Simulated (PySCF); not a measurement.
# Se(2+) (selenium, charge +2) across methods

[Ar] 3d10 4s2 4p2, high-spin 3P determinant. All numbers are calculated (PySCF 2.14, scalar relativity through the core potential, in aug-cc-pVTZ-PP with one added diffuse shell each of s, d, f type with ECP10MDF (7s5p5d3f, 68 functions)). The B2PLYP total includes its PT2 part (frozen core); its orbital energies are those of the SCF part.

```json
{"method": "B2PLYP", "E (hartree)": "-371.6062", "mean ε 4s α (eV)": "-42.413", "mean ε 4s β (eV)": "-38.642", "mean ε 4p α (eV)": "-28.970", "Σ⟨r²⟩ (bohr²)": "23.60", "⟨S²⟩": "2.004"}
{"method": "UHF", "E (hartree)": "-370.78276", "mean ε 4s α (eV)": "-45.827", "mean ε 4s β (eV)": "-39.867", "mean ε 4p α (eV)": "-31.442", "Σ⟨r²⟩ (bohr²)": "23.71", "⟨S²⟩": "2.008"}
{"method": "PBE0", "E (hartree)": "-371.9574", "mean ε 4s α (eV)": "-40.446", "mean ε 4s β (eV)": "-37.519", "mean ε 4p α (eV)": "-27.702", "Σ⟨r²⟩ (bohr²)": "23.52", "⟨S²⟩": "2.003"}
{"method": "PBE", "E (hartree)": "-371.9883", "mean ε 4s α (eV)": "-38.351", "mean ε 4s β (eV)": "-36.292", "mean ε 4p α (eV)": "-26.201", "Σ⟨r²⟩ (bohr²)": "23.54", "⟨S²⟩": "2.002"}
{"method": "LDA", "E (hartree)": "-371.4272", "mean ε 4s α (eV)": "-38.604", "mean ε 4s β (eV)": "-36.793", "mean ε 4p α (eV)": "-26.224", "Σ⟨r²⟩ (bohr²)": "23.51", "⟨S²⟩": "2.001"}
{"method": "CAM-B3LYP", "E (hartree)": "-371.9699", "mean ε 4s α (eV)": "-42.074", "mean ε 4s β (eV)": "-39.352", "mean ε 4p α (eV)": "-29.023", "Σ⟨r²⟩ (bohr²)": "23.56", "⟨S²⟩": "2.002"}
{"method": "r2SCAN", "E (hartree)": "-371.8582", "mean ε 4s α (eV)": "-39.201", "mean ε 4s β (eV)": "-36.524", "mean ε 4p α (eV)": "-26.761", "Σ⟨r²⟩ (bohr²)": "23.43", "⟨S²⟩": "2.004"}
{"method": "BP86", "E (hartree)": "-372.1388", "mean ε 4s α (eV)": "-38.467", "mean ε 4s β (eV)": "-36.527", "mean ε 4p α (eV)": "-26.270", "Σ⟨r²⟩ (bohr²)": "23.48", "⟨S²⟩": "2.001"}
{"method": "r2SCANh", "E (hartree)": "-371.8582", "mean ε 4s α (eV)": "-39.940", "mean ε 4s β (eV)": "-36.994", "mean ε 4p α (eV)": "-27.293", "Σ⟨r²⟩ (bohr²)": "23.44", "⟨S²⟩": "2.004"}
```

Energies and moments cover only the electrons outside the core potential.
